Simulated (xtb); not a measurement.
S₈, charge +1, doublet, from a rough starting geometry (a state made from the parent by changing its charge; the spin is typed, not shown lowest); GFN2-xTB run with xtb.

Here is a job for xtb.
```
$ xtb mol.xyz --gfn 2 --chrg 1 --uhf 1 --opt vtight --json

# file mol.xyz
8

S      1.72507288    -1.80894392     0.02386742
S      1.52041418    -0.05657277     1.16009993
S      1.87220039     1.61715246     0.04222162
S      0.11934529     2.03175854    -0.89250694
S     -1.37746445     1.79178420     0.37080078
S     -2.34035760     0.05062366    -0.22896717
S     -1.51418165    -1.56920895     0.43665814
S     -0.08823484    -2.09864108    -0.90507544
```

It wrote (shortened):

```
   ID    Z sym.   atoms
    1   16 S      1-8

           -------------------------------------------------
          |                Calculation Setup                |
           -------------------------------------------------

           -------------------------------------------------
          |                 G F N 2 - x T B                 |
           -------------------------------------------------

          ...................................................
          :                      SETUP                      :
          :.................................................:
          :  # basis functions                  80          :
          :  # atomic orbitals                  72          :
          :  # shells                           24          :
          :  # electrons                        47          :
          :  max. iterations                   250          :
          :  Hamiltonian                  GFN2-xTB          :
          :  restarted?                      false          :
          :  GBSA solvation                  false          :
          :  PC potential                    false          :
          :  electronic temp.          300.0000000     K    :
          :  accuracy                    1.0000000          :
          :  -> integral cutoff          0.2500000E+02      :
          :  -> integral neglect         0.1000000E-07      :
          :  -> SCF convergence          0.1000000E-05 Eh   :
          :  -> wf. convergence          0.1000000E-03 e    :
          :  Broyden damping             0.4000000          :
          :  net charge                          1          :
          :  unpaired electrons                  1          :
          ...................................................

 iter      E             dE          RMSdq      gap      omega  full diag
   1    -25.6659411 -0.256659E+02  0.961E+00    2.53       0.0  T
   2    -25.6799884 -0.140473E-01  0.407E+00    2.50       1.0  T
   3    -25.6803605 -0.372127E-03  0.114E+00    2.39       1.0  T
   4    -25.6808277 -0.467225E-03  0.897E-01    2.43       1.0  T
   5    -25.6825442 -0.171648E-02  0.298E-01    2.41       1.0  T
   6    -25.6826373 -0.930584E-04  0.623E-02    2.42       1.0  T
   7    -25.6826416 -0.437420E-05  0.270E-02    2.42       1.3  T
   8    -25.6826419 -0.282809E-06  0.158E-02    2.42       2.2  T
   9    -25.6826421 -0.167543E-06  0.915E-03    2.42       3.9  T
  10    -25.6826422 -0.936149E-07  0.421E-03    2.42       8.4  T
  11    -25.6826422 -0.194570E-07  0.275E-03    2.42      12.9  T
  12    -25.6826422 -0.117638E-07  0.175E-03    2.42      20.1  T
  13    -25.6826422 -0.579639E-08  0.112E-03    2.42      31.7  T
  14    -25.6826422 -0.301807E-08  0.473E-04    2.42      74.8  T
  15    -25.6826422 -0.364054E-09  0.155E-04    2.42     228.6  T

   *** convergence criteria satisfied after 15 iterations ***

         :::::::::::::::::::::::::::::::::::::::::::::::::::::
         ::                     SUMMARY                     ::
         :::::::::::::::::::::::::::::::::::::::::::::::::::::
         :: total energy             -25.628273275920 Eh    ::
         :: gradient norm              0.074208200806 Eh/a0 ::
         :: HOMO-LUMO gap              2.419230610322 eV    ::
         ::.................................................::
         :: SCC energy               -25.682605272497 Eh    ::
         :: -> isotropic ES            0.089186518612 Eh    ::
         :: -> anisotropic ES          0.015393572439 Eh    ::
         :: -> anisotropic XC          0.015037704503 Eh    ::
         :: -> dispersion             -0.020677811845 Eh    ::
         :: repulsion energy           0.054331996577 Eh    ::
         :: add. restraining           0.000000000000 Eh    ::
         :: total charge               1.000000000003 e     ::
         :::::::::::::::::::::::::::::::::::::::::::::::::::::

      -----------------------------------------------------------
[...]
 * total energy  :   -25.6376871 Eh     change       -0.3858980E-03 Eh
 * total energy  :   -25.6376363 Eh     change        0.5079256E-04 Eh
 * total energy  :   -25.6377797 Eh     change       -0.1434129E-03 Eh
 * total energy  :   -25.6377924 Eh     change       -0.1270855E-04 Eh
 * total energy  :   -25.6378022 Eh     change       -0.9749623E-05 Eh
 * total energy  :   -25.6378033 Eh     change       -0.1166758E-05 Eh
 * total energy  :   -25.6377986 Eh     change        0.4727133E-05 Eh
 * total energy  :   -25.6378088 Eh     change       -0.1016876E-04 Eh
 * total energy  :   -25.6378091 Eh     change       -0.3119986E-06 Eh
 * total energy  :   -25.6378093 Eh     change       -0.1676957E-06 Eh
 * total energy  :   -25.6378095 Eh     change       -0.2021738E-06 Eh
 * total energy  :   -25.6378095 Eh     change       -0.3755344E-07 Eh
   *** GEOMETRY OPTIMIZATION CONVERGED AFTER 17 ITERATIONS ***
         :: total energy             -25.637809508154 Eh    ::
[...]
        20        2.0000           -0.5832357             -15.8706
        21        2.0000           -0.5822394             -15.8435
        22        2.0000           -0.5710926             -15.5402
        23        1.9999           -0.5677651             -15.4497
        24        1.0001           -0.5492448             -14.9457 (HOMO)
        25                         -0.4637744             -12.6199 (LUMO)
        26                         -0.4580345             -12.4638
        27                         -0.4527171             -12.3191
        28                         -0.4394520             -11.9581
        29                         -0.4348992             -11.8342
        30                         -0.4287184             -11.6660
        31                         -0.4280633             -11.6482
        32                         -0.4198490             -11.4247
        33                         -0.2299940              -6.2585
        34                         -0.2297595              -6.2521
        35                         -0.2210569              -6.0153
       ...                                ...                  ...
        72                          0.3310027               9.0070
      -------------------------------------------------------------
                  HL-Gap            0.0854704 Eh            2.3258 eV
             Fermi-level           -0.5325002 Eh          -14.4901 eV

     #   Z          covCN         q      C6AA      α(0)
     1  16 S        1.973     0.153   134.951    19.552
     2  16 S        1.980     0.073   138.087    19.778
     3  16 S        1.973     0.153   134.948    19.552
     4  16 S        1.981     0.141   135.424    19.586
     5  16 S        1.981     0.121   136.205    19.643
     6  16 S        1.989     0.096   137.183    19.713
     7  16 S        1.980     0.121   136.210    19.643
     8  16 S        1.981     0.141   135.425    19.586

 Mol. C6AA /au·bohr⁶  :       8707.336245
 Mol. C8AA /au·bohr⁸  :     426582.851450
 Mol. α(0) /au        :        157.053500

Wiberg/Mayer (AO) data.
largest (>0.10) Wiberg bond orders for each atom

 ---------------------------------------------------------------------------
     #   Z sym  total        # sym  WBO       # sym  WBO       # sym  WBO
 ---------------------------------------------------------------------------
     1  16 S    2.650 --     2 S    1.163     8 S    1.139     3 S    0.127
     2  16 S    2.533 --     1 S    1.163     3 S    1.163
     3  16 S    2.650 --     2 S    1.163     4 S    1.139     1 S    0.127
     4  16 S    2.664 --     5 S    1.173     3 S    1.139
     5  16 S    2.617 --     4 S    1.173     6 S    1.158
     6  16 S    2.523 --     5 S    1.158     7 S    1.158
     7  16 S    2.617 --     8 S    1.173     6 S    1.158
     8  16 S    2.664 --     7 S    1.173     1 S    1.139
 ---------------------------------------------------------------------------

Topologies differ in total number of bonds
Writing topology from bond orders to xtbtopo.mol

molecular dipole:
                 x           y           z       tot (Debye)
 q only:        0.184      -0.020      -0.163
   full:        0.126      -0.017      -0.112       0.430
molecular quadrupole (traceless):
                xx          xy          yy          xz          yz          zz
 q only:        2.757       0.080       4.454       0.255      -0.104      -7.210
  q+dip:        3.693       0.125       6.226       0.757      -0.164      -9.918
   full:        4.183       0.111       6.392       0.758      -0.171     -10.575

optimized geometry written to: xtbopt.xyz

           -------------------------------------------------
          | TOTAL ENERGY              -25.637809508154 Eh   |
          | GRADIENT NORM               0.000074318883 Eh/α |
          | HOMO-LUMO GAP               2.325768205818 eV   |
           -------------------------------------------------

normal termination of xtb
```
